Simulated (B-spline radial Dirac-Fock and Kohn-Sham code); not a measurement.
**Binding energies of Au²⁺ at several levels of theory**

System: Au²⁺, [Xe] 4f14 5d9.

The density-functional columns are spherical, spin-unpolarised Dirac-Kohn-Sham results without Breit or QED terms: −ε is minus the orbital energy of the initial state and ΔSCF the difference of two total energies. The reference in the last column comes from relaxed Dirac-Fock hole states (ΔSCF) with Breit and QED corrections and a finite nucleus. All numbers are from an atomic code on a B-spline grid, in eV; a selection of levels is shown. For the 1s level of heavy atoms much of the gap between ΔSCF and the reference is the Breit and QED part, -435.1 eV here; for other levels the error of the functional can be larger.

| level | PBE −ε | PBE ΔSCF | LDA −ε | LDA ΔSCF | Dirac-Fock |
| --- | --- | --- | --- | --- | --- |
| K | 80631.3 | 81241.6 | 80566.9 | 81175.0 | 80750.5 |
| L1 | 14233.9 | 14346.0 | 14224.4 | 14336.9 | 14392.1 |
| L2 | 13654.5 | 13800.1 | 13650.2 | 13795.8 | 13764.8 |
| L3 | 11819.1 | 11941.0 | 11816.6 | 11938.7 | 11950.0 |
| M1 | 3375.8 | 3408.7 | 3373.3 | 3406.3 | 3464.5 |
| M2 | 3114.3 | 3149.8 | 3113.4 | 3149.0 | 3185.4 |
| M3 | 2709.3 | 2741.0 | 2708.9 | 2740.8 | 2780.5 |
| M4 | 2273.6 | 2312.0 | 2273.9 | 2312.4 | 2323.1 |
| N1 | 749.6 | 764.8 | 748.5 | 763.7 | 798.8 |
| N2 | 637.9 | 653.0 | 637.4 | 652.6 | 679.5 |
| N3 | 540.8 | 555.1 | 540.2 | 554.5 | 581.9 |
| N4 | 357.6 | 371.7 | 357.7 | 371.8 | 386.8 |
| N6 | 104.7 | 118.0 | 105.2 | 118.6 | 116.2 |
| N7 | 100.9 | 114.1 | 101.4 | 114.6 | 112.5 |
| O1 | 129.6 | 138.2 | 130.1 | 138.7 | 145.2 |
| O2 | 93.36 | 101.6 | 93.84 | 102.1 | 104.9 |
| O3 | 76.79 | 84.61 | 77.06 | 84.88 | 88.47 |
| O4,5 | 27.34 | 33.88 | 27.64 | 34.18 | 32.09 |

Question: Order the estimates of the K (1s) level by their distance from the Dirac-Fock value, nearest first.
A. PBE −ε
B. LDA −ε
C. PBE ΔSCF
D. LDA ΔSCF

Answer: A (119.1 eV), B (183.6 eV), D (424.6 eV), C (491.1 eV).

An eigenvalue near the reference for a deep level is a cancellation of errors: it lacks relaxation, carries self-interaction and omits Breit and QED terms.

Values without a named source are computed, but for edge energies of neutral atoms, which are taken from tables.
